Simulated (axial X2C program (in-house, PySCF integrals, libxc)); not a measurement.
**Correcting the dissociation energy of RbSe⁺ for spin–orbit coupling**

A spin-free CCSD(T) curve (one-electron X2C) was computed with an axial X2C code built on PySCF integrals, basis Rb dyall-cv3z [12s13p8d4f1g], Se dyall-cv3z [8s9p6d4f1g] (cores contracted in-house), for the state M_S = 1, Λ = 0 (beyond evenly filled blocks: π+α, π-α). It gives D0 = 0.303 eV to Rb+ + Se, which in a spin-free picture are the weighted means of the ground terms.

Correlated methods: 14 electrons correlated (number of frozen shells: Rb 3 s, 2 p, 1 d; Se 3 s, 2 p, 1 d), 278 virtual spin orbitals or spinors in MP2, 90 natural virtuals in coupled cluster.

Measured levels of the ground terms (NIST Handbook of Basic Atomic Spectroscopic Data), in cm⁻¹: Rb+ 1S: J = 0 at 0; Se 3P: J = 2 at 0, J = 1 at 1989.5, J = 0 at 2534.4.

The molecular state has Λ = 0, so it has no first-order lowering.

How far does each ground level lie under the (2J+1)-weighted mean of its term?

Rb+: a single level, 0; Se: (5 × 0 + 3 × 1989.5 + 1 × 2534.4)/9 = 945 cm⁻¹.

Correct D0.

D0 = 0.303 + (0 − 945)/8065.5 = 0.186 eV at CCSD(T) with these spin–orbit terms. The direct two-component run gives 0.215 eV; the difference holds second-order terms in the molecule, scalar two-electron terms, the gap between measured and computed atomic splittings (a 2c atom can miss part of its lowering) and, in coupled cluster, the truncation of each run.

Second-order spin–orbit effects in the molecule, which grow quickly with Z, are left out. The state is one determinant whose occupation by symmetry is held fixed; it was picked as the lowest of a PBE0 search that is not exhaustive. De is counted from the lowest determinant-based energies of the atoms at the same level, without counterpoise correction. CCSD and (T) use frozen natural virtuals with an MP2 correction for the truncation; (T) itself is uncorrected, so its De runs slightly low. PBE0 can misorder states that lie within some tenths of an eV, so this need not be the ground state of the molecule. The nearest other spin-free determinant of the search, M_S = 1, Λ = 1, lies 0.38 eV up at the distance of the search.
